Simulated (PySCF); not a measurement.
H3NSi (SMILES N[SiH]), singlet, geometry from GFN2-xTB; WB97X/def2-SVPD, TDA run with PySCF.

The PySCF input:
```python
from pyscf import gto, scf, dft, tdscf

mol = gto.Mole()
mol.atom = '''
    Si   -0.255455    0.388379    0.504108
    H    -0.602094    1.471446   -0.464436
    N     0.414163   -0.686043   -0.649758
    H     0.491473   -0.520457   -1.643751
    H     0.787852   -1.585999   -0.401019
'''
mol.basis = 'def2-svpd'
mol.charge = 0
mol.spin = 0
mol.verbose = 4
mol.build()

mf = dft.RKS(mol)
mf.xc = 'wb97x'
mf.kernel()
td = mf.TDA()
td.nstates = 5
td.kernel()
td.analyze()
```

Question: Predict the main parts of the log of this PySCF run.

Answer: 
```
PySCF version 2.14.0

[INPUT] verbose = 4
[INPUT] num. atoms = 5
[INPUT] num. electrons = 24
[INPUT] charge = 0
[INPUT] spin (= nelec alpha-beta = 2S) = 0
[INPUT] symmetry False subgroup None
[INPUT] Mole.unit = angstrom
[INPUT] Symbol           X                Y                Z      unit          X                Y                Z       unit  Magmom
[...]
nuclear repulsion = 50.9138362967421
number of shells = 30
number of NR pGTOs = 102
number of NR cGTOs = 68
basis = def2-svpd
ecp = {}

******** <class 'pyscf.dft.rks.RKS'> ********
method = RKS
initial guess = minao
damping factor = 0
level_shift factor = 0
DIIS = <class 'pyscf.scf.diis.CDIIS'>
diis_start_cycle = 1
diis_space = 8
diis_damp = 0
SCF conv_tol = 1e-09
SCF conv_tol_grad = None
SCF max_cycles = 50
direct_scf = True
direct_scf_tol = 1e-13
XC library pyscf.dft.libxc version 7.1.2
    S. Lehtola, C. Steigemann, M. J. T. Oliveira, and M. A. L. Marques,  SoftwareX 7, 1–5 (2018)
XC functionals = wb97x
    J.-D. Chai and M. Head-Gordon,  J. Chem. Phys. 128, 084106 (2008)
radial grids:
    Treutler-Ahlrichs [JCP 102, 346 (1995); DOI:10.1063/1.469408] (M4) radial grids

becke partition: Becke, JCP 88, 2547 (1988); DOI:10.1063/1.454033
pruning grids: <function nwchem_prune>
grids dens level: 3
symmetrized grids: False
atomic radii adjust function: <function treutler_atomic_radii_adjust>
small_rho_cutoff = 0
Set gradient conv threshold to 3.16228e-05
Initial guess from minao.
tot grids = 62512
init E= -345.758906159229
[...]
cycle= 1 E= -345.857631715776  delta_E= -0.0987  |g|= 0.265  |ddm|= 2.32
[...]
cycle= 2 E= -345.864255771937  delta_E= -0.00662  |g|= 0.234  |ddm|= 0.411
[...]
cycle= 3 E= -345.875857829849  delta_E= -0.0116  |g|= 0.0319  |ddm|= 0.181
[...]
cycle= 4 E= -345.87618590979  delta_E= -0.000328  |g|= 0.00477  |ddm|= 0.0553
[...]
cycle= 5 E= -345.876201713413  delta_E= -1.58e-05  |g|= 0.0011  |ddm|= 0.0211
[...]
cycle= 6 E= -345.876202868719  delta_E= -1.16e-06  |g|= 0.000303  |ddm|= 0.00834
[...]
cycle= 7 E= -345.876202980618  delta_E= -1.12e-07  |g|= 9.6e-05  |ddm|= 0.00316
[...]
cycle= 8 E= -345.876202990571  delta_E= -9.95e-09  |g|= 1.68e-05  |ddm|= 0.00126
[...]
cycle= 9 E= -345.876202990903  delta_E= -3.32e-10  |g|= 4.59e-06  |ddm|= 0.000231
[...]
Extra cycle  E= -345.876202990916  delta_E= -1.32e-11  |g|= 1.98e-06  |ddm|= 2.87e-05
converged SCF energy = -345.876202990916

******** <class 'pyscf.tdscf.rks.TDA'> for <class 'pyscf.dft.rks.RKS'> ********
nstates = 5 singlet
deg_eia_thresh = 1.000e-03
wfnsym = None
conv_tol = 1e-05
eigh lindep = 1e-12
eigh level_shift = 0
eigh max_cycle = 100

Excitation energies (eV)
[3.63246274 5.9722484  6.83149118 6.98849782 7.53115984]

** Singlet excitation energies and oscillator strengths **
Excited State   1:      3.63246 eV    341.32 nm  f=0.0473
      12 -> 13       -0.69543
Excited State   2:      5.97225 eV    207.60 nm  f=0.1254
      11 -> 13        0.14706
      12 -> 14       -0.66799
      12 -> 17        0.12111
Excited State   3:      6.83149 eV    181.49 nm  f=0.1533
      12 -> 14       -0.11018
      12 -> 15        0.66610
      12 -> 16        0.14220
      12 -> 17       -0.11393
Excited State   4:      6.98850 eV    177.41 nm  f=0.2142
      11 -> 13       -0.66498
      12 -> 14       -0.12909
Excited State   5:      7.53116 eV    164.63 nm  f=0.0227
      10 -> 13        0.67161
      11 -> 14        0.14815

** Transition electric dipole moments (AU) **
state          X           Y           Z        Dip. S.      Osc.
  1        -0.6566     -0.3006     -0.1012      0.5318      0.0473
  2        -0.3308      0.8174     -0.2819      0.8570      0.1254
  3         0.1012      0.0976     -0.9468      0.9162      0.1533
  4        -0.4648      0.8064      0.6205      1.2513      0.2142
  5         0.3156      0.1445      0.0486      0.1229      0.0227

** Transition velocity dipole moments (imaginary part, AU) **
state          X           Y           Z        Dip. S.      Osc.
  1         0.0240      0.0110      0.0037      0.0007      0.0035
  2        -0.0496      0.1179     -0.0283      0.0172      0.0521
  3         0.0263      0.0333     -0.2699      0.0746      0.1982
  4        -0.0571      0.1007      0.0711      0.0185      0.0479
  5         0.0018      0.0008      0.0003      0.0000      0.0000

** Transition magnetic dipole moments (imaginary part, AU) **
state          X           Y           Z
  1        -0.5771      1.1210      0.4145
  2         1.2486      0.5716      0.1923
  3         0.0504      0.0231      0.0078
  4         0.3737      0.1711      0.0576
  5         0.0469     -0.5124      1.2183
```
